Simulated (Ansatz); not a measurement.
A made-up structure of CH4OSe, closed shell:

```xyz
7
angstrom
C -0.7753 0.4078 -0.3425
Se 1.1565 0.4171 -0.4091
O 1.4510 -1.1499 0.4316
H -1.1516 -0.5008 -0.8094
H -1.1021 1.2759 -0.9194
H 2.0587 1.5993 -0.6707
H 1.5541 -0.9481 1.3667
```

It is relaxed with PBE-D4/def2-SVP and then PBE0-D4/def2-TZVP (Ansatz 0.2.0). Atoms count as bonded within 1.22 times the sum of their covalent radii (H–H: 0.88 Å). The end point is not checked to be a true minimum.

(1) Does its bonding change? (A judgement: the text doesn't fix the answer.)

Answers

(1) By the calculation: No: no bond forms or breaks.

Where it ends: The first stage lowers the energy by 3.28 eV in 18 steps. It ends as CH₄OSe ([CH2][SeH][OH]):
C1  (-0.590, 0.446, -0.801)
Se2  (1.095, -0.060, -0.867)
O3  (1.833, -0.886, 0.648)
H4  (-1.299, -0.281, -1.173)
H5  (-0.921, 1.196, -0.097)
H6  (1.702, 1.233, -0.488)
H7  (1.372, -0.546, 1.424)
(Å)

Labels in which every atom is bracketed show which atoms are joined, not bond orders.

For scale, one of the runs: PBE0-D4/def2-TZVP relaxation, 134 basis functions, launched by `ansatz run in.yaml --threads 2 --pin off --events-out ev --progress --plain --max-ram 4352MiB`. The run took about 24 s on 2 CPU threads of an AMD EPYC 7R43 (shared host).
